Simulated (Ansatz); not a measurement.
Consider the ligand exchange at a W–N bond: `C[O][W](=[O])(=[O])[N](C)C` + H–F → `C[O][W](=[O])(=[O])[F]` + `CNC`.

Program: Ansatz. Geometries: PBE0-D4/def2-TZVP. ΔE: electronic, gas phase. CCSD(T)/CBS is the MP2 limit (def2-TZVPP, def2-QZVPP) plus CCSD(T) − MP2 in def2-TZVPP, frozen cores. This one scheme is used for every species. DFT in def2-TZVPP. Elements past krypton have def2 core potentials. For W outer-core shells are correlated without core-valence functions, which leaves a few kJ/mol of doubt a bond. Each species was taken in one conformer, which may not be the lowest.

`C[O][W](=[O])(=[O])[N](C)C`:

Z-matrix (Å, degrees):
```
W
C 1 2.985
O 1 1.714 2 128.4
O 1 1.877 2 108.1 3 135.6
O 1 1.714 2 87.3 3 -114.4
N 1 1.934 2 24.0 3 40.5
C 1 3.056 2 124.5 3 145.0
C 1 2.983 2 47.9 3 37.4
H 2 1.096 1 124.4 3 -114.2
H 2 1.090 1 78.1 3 141.4
H 2 1.097 1 122.2 3 37.3
H 7 1.092 1 133.5 2 -29.5
H 7 1.094 1 97.2 2 -154.2
H 7 1.094 1 97.3 2 95.3
H 8 1.090 1 78.0 2 -178.9
H 8 1.096 1 124.4 2 76.8
H 8 1.097 1 122.2 2 -74.8
```

H–F:

Cartesian coordinates in Å:
```
F -0.118 0.384 0.225
H 0.118 -0.384 -0.225
```

`C[O][W](=[O])(=[O])[F]`:

```xyz
9

C     0.827   -1.220   -0.611
O     0.038   -0.052   -0.610
W    -0.782    1.166    0.508
O     0.213    2.540    0.664
O    -0.931    0.472    2.054
F    -2.456    1.656   -0.143
H     0.560   -1.813   -1.487
H     1.882   -0.944   -0.669
H     0.648   -1.804    0.295
```

`CNC`:

Z-matrix (Å, degrees):
```
C
N 1 1.445
H 1 1.094 2 109.4
H 1 1.092 2 110.0 3 117.9
H 1 1.104 2 114.0 3 -120.2
C 2 1.445 1 112.8 3 65.3
H 2 1.011 1 109.8 3 -171.9
H 6 1.104 2 114.0 1 54.9
H 6 1.094 2 109.4 1 -65.3
H 6 1.092 2 110.0 1 176.8
```

| level | ΔE (kJ/mol) |
| --- | --- |
| revPBE-D4 | -39.3 |
| CAM-B3LYP-D4 | -48.8 |
| BLYP | -63.8 |
| MP2/def2-SVP | -33.2 |
| CCSD(T)/def2-SVP | -36.7 |
| CCSD(T)/def2-TZVPP | -27.5 |
| MP2/def2-QZVPP | -19.9 |
| SCS-MP2/def2-QZVPP | -31.1 |

Q: What does CCSD(T)/CBS give? (Estimate.)

A: Ansatz gave: -27.1 kJ/mol. The listed levels differ from it by -12.2, -21.7, -36.7, -6.1, -9.6, -0.4, 7.2, -4.0 kJ/mol.

Largest T1 diagnostic among the species: 0.022, so the coupled-cluster value is less sure than usual.

From BLYP to BHLYP (50 % exact exchange), in def2-TZVPP and without D4, ΔE moves by +6.5 kJ/mol. The D4 term adds +17.2 kJ/mol with B3LYP and +9.9 kJ/mol with PBE0; it sums over pairs of atoms, weighted by their polarisabilities, and B3LYP, whose exchange is more repulsive, gets the larger term. In def2-TZVPP, CCSD(T) changes the Hartree–Fock value by +38.7 kJ/mol (the triples alone add +5.8 kJ/mol) and MP2 by +46.4 kJ/mol.

B3LYP here is the variant with VWN-RPA as its local correlation; programs differ in this.
